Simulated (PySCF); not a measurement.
## Ne (neon, neutral) across methods

[Ne], closed-shell 1S. All numbers are calculated (PySCF 2.14, the spin-free X2C one-electron Hamiltonian (Gaussian nucleus), in aug-cc-pCVTZ-DK with one added diffuse shell each of s, p, d, f type (8s7p5d3f, 75 functions)).

```json
{"method": "LDA", "E (hartree)": "-128.3558", "mean ε 1s (eV)": "-825.72", "mean ε 2s (eV)": "-36.184", "mean ε 2p (eV)": "-13.561", "Σ⟨r²⟩ (bohr²)": "9.867", "⟨S²⟩": "0.000"}
{"method": "wB97X-V", "E (hartree)": "-129.0628", "mean ε 1s (eV)": "-845.51", "mean ε 2s (eV)": "-43.166", "mean ε 2p (eV)": "-18.576", "Σ⟨r²⟩ (bohr²)": "9.738", "⟨S²⟩": "0.000"}
{"method": "r2SCAN", "E (hartree)": "-129.0602", "mean ε 1s (eV)": "-837.74", "mean ε 2s (eV)": "-38.447", "mean ε 2p (eV)": "-13.991", "Σ⟨r²⟩ (bohr²)": "9.650", "⟨S²⟩": "0.000"}
{"method": "r2SCANh", "E (hartree)": "-129.0554", "mean ε 1s (eV)": "-843.27", "mean ε 2s (eV)": "-39.915", "mean ε 2p (eV)": "-14.983", "Σ⟨r²⟩ (bohr²)": "9.613", "⟨S²⟩": "0.000"}
{"method": "HSE06", "E (hartree)": "-129.0090", "mean ε 1s (eV)": "-845.95", "mean ε 2s (eV)": "-40.293", "mean ε 2p (eV)": "-15.571", "Σ⟨r²⟩ (bohr²)": "9.673", "⟨S²⟩": "0.000"}
{"method": "TPSS", "E (hartree)": "-129.1055", "mean ε 1s (eV)": "-835.32", "mean ε 2s (eV)": "-37.278", "mean ε 2p (eV)": "-13.496", "Σ⟨r²⟩ (bohr²)": "9.762", "⟨S²⟩": "0.000"}
{"method": "PBE", "E (hartree)": "-128.9926", "mean ε 1s (eV)": "-830.70", "mean ε 2s (eV)": "-36.457", "mean ε 2p (eV)": "-13.345", "Σ⟨r²⟩ (bohr²)": "9.842", "⟨S²⟩": "0.000"}
{"method": "PBE0", "E (hartree)": "-128.9971", "mean ε 1s (eV)": "-846.31", "mean ε 2s (eV)": "-40.752", "mean ε 2p (eV)": "-15.996", "Σ⟨r²⟩ (bohr²)": "9.671", "⟨S²⟩": "0.000"}
{"method": "UHF", "E (hartree)": "-128.67029", "mean ε 1s (eV)": "-893.00", "mean ε 2s (eV)": "-52.750", "mean ε 2p (eV)": "-23.144", "Σ⟨r²⟩ (bohr²)": "9.397", "⟨S²⟩": "0.000"}
```
